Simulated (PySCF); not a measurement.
Assignment exercise: C₅H₇PSi

Structure with atom numbers: `[SiH3:1][c:2]1[cH:3][cH:4][cH:5][p:6][cH:7]1`. Each H is labelled by its parent atom.

- geometry from GFN2-xTB
- GIAO PBE0/pcSseg-1 shieldings
- code: PySCF 2.14.0 with density-fitted response routines
- no solvent model, non-relativistic, equivalent nuclei averaged, single conformer

References, each an isolated molecule treated in the same way: 13C, 1H vs TMS.

Problem. Assign these signals to the numbered atoms. 13C{1H} NMR (computed): δ 173.3 (CH), 166.5 (CH), 142.1 (C), 140.3 (CH), 136.9 (CH).

Solution. 
```tsv
δ (ppm)	atoms	environment	reason
173.3	C7	aromatic CH	–
166.5	C5	aromatic CH	–
142.1	C2	substituted aromatic carbon	–
140.3	C3	aromatic CH	–
136.9	C4	aromatic CH	the aromatic region
```

C2 and C3 lie closer than the usual error of such a calculation, so a measured spectrum could show them in the other order.

Problem. Assign these signals to the numbered atoms. 1H NMR (300 MHz, computed): δ 9.53 (m, 1H), 9.29 (m, 1H), 8.15 (m, 1H), 8.00 (m, 1H), 4.63 (s, 3H).

Solution. 
| δ (ppm) | atoms | environment | reason |
| --- | --- | --- | --- |
| 9.53 | H(C7) | hydrogen on an aromatic CH | the ring current deshields protons in the ring plane |
| 9.29 | H(C5) | hydrogen on an aromatic CH | – |
| 8.15 | H(C4) | hydrogen on an aromatic CH | – |
| 8.00 | H(C3) | hydrogen on an aromatic CH | – |
| 4.63 | H(Si1) | hydrogen on a silicon bonded to C | – |

Splittings by 31P in the carbon and heteronuclear signals aren't shown, as no couplings were computed. Shifts are as computed. Against solution values, carbons near 30 ppm lie about +3 ppm off and those near 130 ppm about +5 ppm. Of 1211 compounds with measured shifts, 218 miss one by over three times the rms of a fit or turn the order of signals round; such compounds aren't used in these exercises. Multiplicities follow the n + 1 count of equivalent neighbours, as no J values were calculated; m marks all less simple cases, F and P coupling included.
